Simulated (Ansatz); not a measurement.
Molecule: furan-2-ol, C4H4O2, net charge 0, singlet state. SMILES: c1ccoc1O
Geometry from a B3LYP-D3(BJ)/def2-TZVP (Ansatz, an electronic-structure program) optimisation:
```xyz
10

O      1.9593     0.1086     0.4462
C      0.6429     0.1299     0.1908
C     -0.3044     1.0663     0.4409
C     -1.5269     0.5081    -0.0686
C     -1.2312    -0.7060    -0.5808
O      0.1208    -0.9543    -0.4251
H      2.3276    -0.7252     0.1277
H     -0.1542     2.0173     0.9191
H     -2.5010     0.9670    -0.0488
H     -1.7957    -1.4831    -1.0606
```
Charge 0, spin multiplicity 1.

Parts of the frozen-core correlation energy in cc-pVQZ (Ansatz, hartree). Frozen orbitals: 6; correlated occupied orbitals by spin: 16 and 16; virtual: 428 and 428. No spin-orbit coupling. No relativistic terms.

```csv
term,value
reference (HF),-303.62054
MP2 opposite-spin,-0.88146
MP2 same-spin,-0.29529
CCSD correlation,-1.17760
(T),-0.05827
T1 diagnostic,0.013
largest doubles amplitude,0.063
```
